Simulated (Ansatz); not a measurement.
A short molecular-dynamics run on C₂H₆BCl₃S (`C[S+](C)[B-](Cl)(Cl)Cl`).

```yaml
crystal:
  periodic: [false, false, false]
  atoms:
    - {symbol: C, position_ang: [-0.939763, -0.453508, 1.282565]}
    - {symbol: S, position_ang: [0.524637, 0.309744, 0.597061]}
    - {symbol: C, position_ang: [1.235859, -1.056500, -0.310946]}
    - {symbol: B, position_ang: [-0.201606, 1.491620, -0.841753]}
    - {symbol: Cl, position_ang: [1.298940, 2.099214, -1.672718]}
    - {symbol: Cl, position_ang: [-1.107560, 2.765762, 0.089440]}
    - {symbol: Cl, position_ang: [-1.273084, 0.493345, -1.927413]}
    - {symbol: H, position_ang: [-1.534355, -0.890335, 0.480701]}
    - {symbol: H, position_ang: [-1.502458, 0.337998, 1.775364]}
    - {symbol: H, position_ang: [-0.635899, -1.205036, 2.010231]}
    - {symbol: H, position_ang: [2.089845, -0.657598, -0.856426]}
    - {symbol: H, position_ang: [1.566004, -1.814963, 0.397833]}
    - {symbol: H, position_ang: [0.500040, -1.454542, -1.009137]}
basis:
  gaussian: {orbitals: "6-31G*"}
hamiltonian: {xc: {name: PBE}}
md: {timestep: 0.5 fs, n_steps: 20, ensemble: nve, temperature: 700, initial_velocities: maxwell_boltzmann, seed: 633}
```

```sh
$ ansatz run in.yaml --threads 4 --pin off --events-out ev --progress --plain --max-ram 11315MiB
```

| step | time (fs) | potential energy (eV) | kinetic (eV) | T (K) | conserved (eV) |
| --- | --- | --- | --- | --- | --- |
| 0 | 0.0 | -51229.1214 | 0.9953 | 700 | -51228.1261 |
| 1 | 0.5 | -51229.1174 | 0.9913 | 697 | -51228.1262 |
| 2 | 1.0 | -51229.0914 | 0.9655 | 679 | -51228.1259 |
| 3 | 1.5 | -51229.0472 | 0.9217 | 648 | -51228.1255 |
| 4 | 2.0 | -51228.9919 | 0.8669 | 610 | -51228.1250 |
| 5 | 2.5 | -51228.9330 | 0.8085 | 569 | -51228.1245 |
| 6 | 3.0 | -51228.8778 | 0.7536 | 530 | -51228.1242 |
| 7 | 3.5 | -51228.8314 | 0.7074 | 498 | -51228.1240 |
| 8 | 4.0 | -51228.7968 | 0.6728 | 473 | -51228.1240 |
| 9 | 4.5 | -51228.7740 | 0.6498 | 457 | -51228.1242 |
| 10 | 5.0 | -51228.7605 | 0.6359 | 447 | -51228.1245 |
| 11 | 5.5 | -51228.7511 | 0.6262 | 440 | -51228.1249 |
| 12 | 6.0 | -51228.7399 | 0.6146 | 432 | -51228.1253 |
| 13 | 6.5 | -51228.7214 | 0.5959 | 419 | -51228.1255 |
| 14 | 7.0 | -51228.6932 | 0.5679 | 399 | -51228.1253 |
| 15 | 7.5 | -51228.6578 | 0.5329 | 375 | -51228.1249 |
| 16 | 8.0 | -51228.6226 | 0.4984 | 351 | -51228.1242 |
| 17 | 8.5 | -51228.5977 | 0.4740 | 333 | -51228.1237 |
| 18 | 9.0 | -51228.5912 | 0.4676 | 329 | -51228.1235 |
| 19 | 9.5 | -51228.6056 | 0.4817 | 339 | -51228.1238 |
| 20 | 10.0 | -51228.6363 | 0.5119 | 360 | -51228.1244 |

Velocities are drawn at the set temperature; a run this short doesn't reach equilibrium.

Frames (Å, forces in eV/Å):

```xyz
13
time=0.0 fs
C    -0.940   -0.454    1.283   -0.127   -0.132    0.134
S     0.525    0.310    0.597    0.409    0.523    0.361
C     1.236   -1.056   -0.311    0.107   -0.196   -0.038
B    -0.202    1.492   -0.842   -0.026    0.109   -0.076
Cl    1.299    2.099   -1.673    0.375    0.180   -0.228
Cl   -1.108    2.766    0.089   -0.235    0.349    0.218
Cl   -1.273    0.493   -1.927   -0.285   -0.233   -0.301
H    -1.534   -0.890    0.481   -0.259   -0.174   -0.246
H    -1.502    0.338    1.775   -0.228    0.239    0.180
H    -0.636   -1.205    2.010    0.051   -0.274    0.270
H     2.090   -0.658   -0.856    0.300    0.093   -0.207
H     1.566   -1.815    0.398    0.139   -0.299    0.205
H     0.500   -1.455   -1.009   -0.221   -0.185   -0.274
13
time=0.5 fs
C    -0.939   -0.453    1.284   -0.168   -0.520   -0.084
S     0.528    0.309    0.598    0.370    0.517    0.411
C     1.235   -1.051   -0.311    0.343   -0.469   -0.036
B    -0.200    1.490   -0.845   -0.104    0.116    0.015
Cl    1.296    2.096   -1.669    0.478    0.231   -0.299
Cl   -1.108    2.766    0.087   -0.221    0.326    0.215
Cl   -1.273    0.495   -1.928   -0.300   -0.258   -0.316
H    -1.551   -0.885    0.469    0.046    0.042    0.193
H    -1.476    0.352    1.778   -0.349    0.228    0.246
H    -0.628   -1.214    2.014   -0.098   -0.034    0.026
H     2.088   -0.655   -0.867    0.228    0.071   -0.125
H     1.570   -1.832    0.384    0.041   -0.036    0.066
H     0.497   -1.440   -1.009   -0.265   -0.214   -0.310
13
time=1.0 fs
C    -0.939   -0.453    1.285   -0.218   -0.819   -0.242
S     0.531    0.309    0.598    0.327    0.511    0.461
C     1.234   -1.045   -0.310    0.571   -0.757   -0.078
B    -0.198    1.489   -0.848   -0.185    0.122    0.106
Cl    1.293    2.092   -1.665    0.585    0.283   -0.372
Cl   -1.109    2.766    0.085   -0.208    0.304    0.211
Cl   -1.273    0.497   -1.930   -0.314   -0.283   -0.332
H    -1.567   -0.880    0.457    0.325    0.225    0.584
H    -1.451    0.367    1.781   -0.439    0.172    0.282
H    -0.620   -1.224    2.018   -0.241    0.195   -0.200
H     2.086   -0.652   -0.877    0.140    0.041   -0.031
H     1.575   -1.849    0.371   -0.061    0.235   -0.069
H     0.493   -1.427   -1.010   -0.282   -0.229   -0.320
13
time=1.5 fs
C    -0.938   -0.453    1.286   -0.270   -1.004   -0.335
S     0.534    0.309    0.599    0.282    0.504    0.511
C     1.233   -1.039   -0.310    0.772   -1.045   -0.172
B    -0.197    1.488   -0.851   -0.270    0.127    0.199
Cl    1.291    2.089   -1.661    0.694    0.337   -0.447
Cl   -1.110    2.766    0.083   -0.195    0.282    0.207
Cl   -1.273    0.499   -1.931   -0.329   -0.307   -0.346
H    -1.583   -0.874    0.447    0.561    0.368    0.906
H    -1.427    0.382    1.784   -0.498    0.070    0.287
H    -0.612   -1.233    2.021   -0.368    0.396   -0.394
H     2.085   -0.650   -0.887    0.044    0.009    0.068
H     1.579   -1.866    0.358   -0.157    0.492   -0.182
H     0.489   -1.414   -1.011   -0.268   -0.230   -0.302
13
time=2.0 fs
C    -0.938   -0.453    1.287   -0.315   -1.065   -0.366
S     0.537    0.308    0.600    0.235    0.498    0.559
C     1.233   -1.034   -0.310    0.931   -1.318   -0.320
B    -0.195    1.487   -0.854   -0.357    0.131    0.291
Cl    1.288    2.085   -1.657    0.806    0.392   -0.522
Cl   -1.111    2.766    0.081   -0.182    0.262    0.203
Cl   -1.273    0.501   -1.932   -0.343   -0.331   -0.360
H    -1.597   -0.867    0.439    0.748    0.469    1.153
H    -1.404    0.397    1.788   -0.531   -0.075    0.264
H    -0.606   -1.241    2.023   -0.475    0.559   -0.545
H     2.084   -0.647   -0.898   -0.049   -0.022    0.165
H     1.583   -1.881    0.344   -0.240    0.721   -0.265
H     0.484   -1.401   -1.014   -0.226   -0.219   -0.258
13
time=2.5 fs
C    -0.938   -0.453    1.287   -0.349   -1.010   -0.345
S     0.540    0.308    0.601    0.185    0.492    0.606
C     1.232   -1.029   -0.310    1.039   -1.563   -0.514
B    -0.194    1.486   -0.857   -0.446    0.133    0.384
Cl    1.285    2.082   -1.654    0.920    0.447   -0.597
Cl   -1.111    2.766    0.079   -0.170    0.242    0.199
Cl   -1.273    0.502   -1.933   -0.357   -0.355   -0.373
H    -1.610   -0.860    0.433    0.882    0.530    1.322
H    -1.382    0.413    1.793   -0.545   -0.251    0.218
H    -0.601   -1.248    2.024   -0.558    0.675   -0.650
H     2.083   -0.644   -0.908   -0.132   -0.048    0.254
H     1.587   -1.895    0.330   -0.308    0.908   -0.312
H     0.478   -1.389   -1.017   -0.160   -0.198   -0.193
13
time=3.0 fs
C    -0.938   -0.454    1.288   -0.364   -0.853   -0.285
S     0.543    0.308    0.602    0.133    0.486    0.651
C     1.232   -1.024   -0.310    1.092   -1.771   -0.741
B    -0.193    1.485   -0.860   -0.536    0.133    0.476
Cl    1.283    2.078   -1.650    1.035    0.503   -0.673
Cl   -1.112    2.766    0.077   -0.159    0.223    0.196
Cl   -1.274    0.504   -1.934   -0.371   -0.378   -0.385
H    -1.620   -0.850    0.431    0.963    0.553    1.415
H    -1.361    0.427    1.799   -0.549   -0.445    0.157
H    -0.597   -1.253    2.023   -0.615    0.742   -0.706
H     2.082   -0.641   -0.917   -0.197   -0.067    0.330
H     1.589   -1.907    0.314   -0.355    1.046   -0.322
H     0.472   -1.378   -1.020   -0.076   -0.172   -0.114
13
time=3.5 fs
C    -0.937   -0.455    1.289   -0.353   -0.614   -0.196
S     0.547    0.308    0.602    0.079    0.481    0.694
C     1.232   -1.020   -0.310    1.092   -1.933   -0.989
B    -0.192    1.483   -0.862   -0.626    0.131    0.567
Cl    1.280    2.075   -1.646    1.151    0.558   -0.748
Cl   -1.113    2.767    0.076   -0.148    0.205    0.193
Cl   -1.274    0.506   -1.935   -0.384   -0.400   -0.395
H    -1.628   -0.840    0.433    0.991    0.543    1.434
H    -1.342    0.441    1.805   -0.549   -0.639    0.090
H    -0.594   -1.256    2.021   -0.645    0.758   -0.713
H     2.080   -0.639   -0.926   -0.242   -0.076    0.388
H     1.591   -1.916    0.298   -0.382    1.130   -0.295
H     0.466   -1.367   -1.024    0.017   -0.143   -0.030
13
time=4.0 fs
C    -0.937   -0.455    1.290   -0.311   -0.308   -0.087
S     0.550    0.307    0.603    0.025    0.475    0.733
C     1.233   -1.016   -0.310    1.041   -2.041   -1.244
B    -0.191    1.482   -0.865   -0.715    0.128    0.656
Cl    1.278    2.072   -1.643    1.266    0.614   -0.823
Cl   -1.114    2.767    0.074   -0.139    0.189    0.191
Cl   -1.274    0.508   -1.937   -0.398   -0.422   -0.405
H    -1.634   -0.828    0.437    0.964    0.500    1.379
H    -1.324    0.452    1.811   -0.551   -0.819    0.026
H    -0.593   -1.258    2.017   -0.648    0.720   -0.672
H     2.078   -0.637   -0.933   -0.261   -0.074    0.425
H     1.592   -1.922    0.282   -0.386    1.156   -0.233
H     0.460   -1.356   -1.027    0.111   -0.116    0.054
13
time=4.5 fs
C    -0.937   -0.456    1.290   -0.230    0.047    0.037
S     0.553    0.307    0.604   -0.029    0.468    0.768
C     1.233   -1.012   -0.311    0.945   -2.090   -1.492
B    -0.190    1.481   -0.868   -0.802    0.124    0.743
Cl    1.275    2.068   -1.639    1.381    0.669   -0.896
Cl   -1.115    2.767    0.072   -0.130    0.174    0.189
Cl   -1.274    0.509   -1.938   -0.410   -0.444   -0.413
H    -1.637   -0.815    0.445    0.879    0.428    1.249
H    -1.308    0.462    1.817   -0.557   -0.972   -0.029
H    -0.594   -1.258    2.011   -0.623    0.631   -0.585
H     2.075   -0.635   -0.940   -0.254   -0.062    0.440
H     1.592   -1.925    0.265   -0.368    1.121   -0.139
H     0.454   -1.346   -1.031    0.200   -0.094    0.128
13
time=5.0 fs
C    -0.937   -0.457    1.291   -0.105    0.440    0.174
S     0.556    0.307    0.606   -0.083    0.460    0.798
C     1.234   -1.009   -0.312    0.809   -2.075   -1.726
B    -0.189    1.480   -0.870   -0.887    0.119    0.827
Cl    1.273    2.065   -1.636    1.493    0.722   -0.967
Cl   -1.116    2.767    0.070   -0.123    0.160    0.188
Cl   -1.274    0.511   -1.939   -0.423   -0.465   -0.420
H    -1.638   -0.802    0.456    0.734    0.328    1.043
H    -1.293    0.470    1.823   -0.570   -1.087   -0.069
H    -0.596   -1.256    2.005   -0.572    0.491   -0.454
H     2.071   -0.633   -0.945   -0.220   -0.039    0.431
H     1.591   -1.926    0.247   -0.326    1.025   -0.015
H     0.449   -1.335   -1.034    0.275   -0.080    0.188
13
time=5.5 fs
C    -0.938   -0.458    1.292    0.068    0.856    0.325
S     0.559    0.307    0.607   -0.136    0.448    0.823
C     1.234   -1.006   -0.313    0.639   -1.993   -1.936
B    -0.188    1.479   -0.872   -0.968    0.114    0.907
Cl    1.271    2.062   -1.632    1.602    0.774   -1.036
Cl   -1.117    2.767    0.068   -0.117    0.147    0.188
Cl   -1.275    0.513   -1.941   -0.434   -0.485   -0.427
H    -1.638   -0.787    0.470    0.525    0.203    0.762
H    -1.279    0.475    1.829   -0.589   -1.158   -0.090
H    -0.599   -1.253    1.996   -0.496    0.303   -0.284
H     2.067   -0.631   -0.950   -0.162   -0.005    0.400
H     1.589   -1.925    0.229   -0.263    0.869    0.135
H     0.444   -1.325   -1.037    0.333   -0.073    0.230
13
time=6.0 fs
C    -0.938   -0.459    1.293    0.290    1.279    0.489
S     0.563    0.307    0.608   -0.188    0.434    0.844
C     1.235   -1.004   -0.315    0.444   -1.846   -2.116
B    -0.188    1.479   -0.874   -1.044    0.109    0.983
Cl    1.269    2.059   -1.629    1.707    0.823   -1.101
Cl   -1.117    2.768    0.066   -0.112    0.136    0.189
Cl   -1.275    0.514   -1.942   -0.446   -0.505   -0.432
H    -1.636   -0.772    0.485    0.255    0.058    0.410
H    -1.266    0.477    1.834   -0.614   -1.180   -0.089
H    -0.604   -1.250    1.988   -0.400    0.076   -0.083
H     2.062   -0.629   -0.953   -0.082    0.036    0.349
H     1.587   -1.921    0.212   -0.180    0.656    0.306
H     0.440   -1.315   -1.039    0.370   -0.076    0.251
13
time=6.5 fs
C    -0.938   -0.459    1.293    0.557    1.685    0.662
S     0.566    0.307    0.609   -0.240    0.417    0.859
C     1.236   -1.002   -0.317    0.233   -1.641   -2.261
B    -0.188    1.478   -0.876   -1.113    0.104    1.054
Cl    1.267    2.056   -1.626    1.807    0.870   -1.163
Cl   -1.118    2.768    0.064   -0.109    0.127    0.190
Cl   -1.275    0.516   -1.943   -0.456   -0.525   -0.436
H    -1.634   -0.756    0.501   -0.066   -0.099    0.003
H    -1.255    0.477    1.840   -0.644   -1.150   -0.065
H    -0.609   -1.246    1.979   -0.289   -0.178    0.136
H     2.057   -0.627   -0.956    0.016    0.084    0.281
H     1.584   -1.916    0.196   -0.080    0.396    0.491
H     0.437   -1.306   -1.041    0.384   -0.089    0.250
13
time=7.0 fs
C    -0.937   -0.459    1.295    0.854    2.042    0.831
S     0.569    0.307    0.610   -0.291    0.396    0.869
C     1.238   -1.000   -0.319    0.020   -1.392   -2.366
B    -0.188    1.477   -0.877   -1.176    0.100    1.119
Cl    1.265    2.053   -1.623    1.899    0.914   -1.220
Cl   -1.119    2.768    0.062   -0.107    0.118    0.192
Cl   -1.276    0.517   -1.945   -0.466   -0.543   -0.439
H    -1.632   -0.741    0.517   -0.413   -0.256   -0.430
H    -1.246    0.474    1.845   -0.677   -1.069   -0.016
H    -0.615   -1.243    1.970   -0.173   -0.439    0.355
H     2.052   -0.625   -0.958    0.126    0.135    0.200
H     1.581   -1.910    0.180    0.030    0.107    0.679
H     0.435   -1.296   -1.042    0.374   -0.112    0.225
13
time=7.5 fs
C    -0.937   -0.459    1.296    1.153    2.311    0.974
S     0.572    0.307    0.612   -0.341    0.372    0.874
C     1.239   -0.998   -0.322   -0.180   -1.120   -2.422
B    -0.189    1.476   -0.878   -1.230    0.097    1.177
Cl    1.263    2.050   -1.620    1.984    0.954   -1.273
Cl   -1.120    2.768    0.060   -0.107    0.111    0.195
Cl   -1.276    0.519   -1.946   -0.476   -0.561   -0.442
H    -1.630   -0.727    0.533   -0.751   -0.397   -0.844
H    -1.238    0.468    1.850   -0.712   -0.937    0.059
H    -0.622   -1.240    1.962   -0.063   -0.683    0.551
H     2.048   -0.622   -0.960    0.239    0.186    0.115
H     1.579   -1.903    0.167    0.141   -0.190    0.857
H     0.434   -1.287   -1.042    0.341   -0.143    0.179
13
time=8.0 fs
C    -0.937   -0.458    1.297    1.415    2.448    1.062
S     0.575    0.307    0.613   -0.391    0.347    0.875
C     1.240   -0.997   -0.326   -0.347   -0.854   -2.424
B    -0.190    1.475   -0.879   -1.275    0.096    1.228
Cl    1.262    2.047   -1.617    2.061    0.990   -1.320
Cl   -1.121    2.769    0.059   -0.108    0.106    0.199
Cl   -1.276    0.520   -1.948   -0.485   -0.578   -0.443
H    -1.631   -0.713    0.546   -1.028   -0.504   -1.186
H    -1.232    0.460    1.855   -0.748   -0.758    0.157
H    -0.629   -1.240    1.956    0.029   -0.882    0.701
H     2.044   -0.619   -0.961    0.348    0.231    0.031
H     1.576   -1.897    0.155    0.243   -0.461    1.008
H     0.433   -1.278   -1.042    0.285   -0.182    0.113
13
time=8.5 fs
C    -0.936   -0.456    1.299    1.598    2.422    1.067
S     0.578    0.308    0.615   -0.441    0.321    0.873
C     1.241   -0.996   -0.330   -0.463   -0.626   -2.366
B    -0.191    1.474   -0.880   -1.309    0.098    1.271
Cl    1.260    2.044   -1.614    2.127    1.022   -1.362
Cl   -1.122    2.769    0.057   -0.111    0.102    0.204
Cl   -1.277    0.521   -1.949   -0.493   -0.594   -0.444
H    -1.634   -0.701    0.556   -1.195   -0.564   -1.403
H    -1.228    0.450    1.861   -0.783   -0.540    0.275
H    -0.636   -1.241    1.951    0.093   -1.008    0.782
H     2.041   -0.616   -0.962    0.443    0.267   -0.043
H     1.574   -1.893    0.146    0.322   -0.673    1.116
H     0.434   -1.270   -1.042    0.211   -0.227    0.031
13
time=9.0 fs
C    -0.935   -0.455    1.300    1.667    2.217    0.973
S     0.581    0.308    0.616   -0.491    0.295    0.866
C     1.242   -0.995   -0.334   -0.512   -0.463   -2.245
B    -0.192    1.473   -0.880   -1.332    0.102    1.306
Cl    1.259    2.041   -1.611    2.183    1.050   -1.398
Cl   -1.123    2.769    0.055   -0.115    0.099    0.210
Cl   -1.277    0.523   -1.951   -0.501   -0.609   -0.444
H    -1.640   -0.690    0.563   -1.214   -0.570   -1.459
H    -1.225    0.439    1.868   -0.815   -0.295    0.406
H    -0.642   -1.245    1.948    0.123   -1.042    0.782
H     2.039   -0.612   -0.964    0.515    0.289   -0.100
H     1.573   -1.889    0.139    0.369   -0.796    1.167
H     0.435   -1.262   -1.042    0.121   -0.277   -0.065
13
time=9.5 fs
C    -0.933   -0.452    1.302    1.608    1.851    0.790
S     0.584    0.308    0.618   -0.540    0.270    0.857
C     1.242   -0.995   -0.339   -0.486   -0.384   -2.063
B    -0.193    1.473   -0.880   -1.342    0.109    1.332
Cl    1.258    2.038   -1.608    2.227    1.073   -1.427
Cl   -1.124    2.770    0.053   -0.121    0.099    0.216
Cl   -1.278    0.524   -1.952   -0.508   -0.622   -0.443
H    -1.649   -0.680    0.567   -1.075   -0.524   -1.352
H    -1.225    0.427    1.875   -0.839   -0.044    0.540
H    -0.648   -1.251    1.947    0.119   -0.979    0.700
H     2.038   -0.607   -0.965    0.557    0.293   -0.134
H     1.573   -1.888    0.135    0.377   -0.813    1.150
H     0.436   -1.255   -1.042    0.023   -0.329   -0.166
13
time=10.0 fs
C    -0.931   -0.450    1.305    1.431    1.368    0.549
S     0.587    0.308    0.620   -0.590    0.247    0.843
C     1.243   -0.994   -0.344   -0.388   -0.390   -1.832
B    -0.195    1.472   -0.880   -1.341    0.119    1.349
Cl    1.257    2.036   -1.605    2.260    1.091   -1.450
Cl   -1.125    2.770    0.051   -0.129    0.100    0.223
Cl   -1.278    0.525   -1.954   -0.515   -0.634   -0.441
H    -1.660   -0.672    0.567   -0.802   -0.440   -1.108
H    -1.226    0.415    1.884   -0.851    0.190    0.661
H    -0.654   -1.260    1.948    0.089   -0.827    0.546
H     2.039   -0.601   -0.967    0.564    0.277   -0.142
H     1.573   -1.889    0.134    0.346   -0.721    1.067
H     0.437   -1.248   -1.042   -0.075   -0.379   -0.267
```

Run time 42 s (4 threads of an Intel Xeon Platinum 8259CL on a shared host); peak host memory 0.23 GiB.
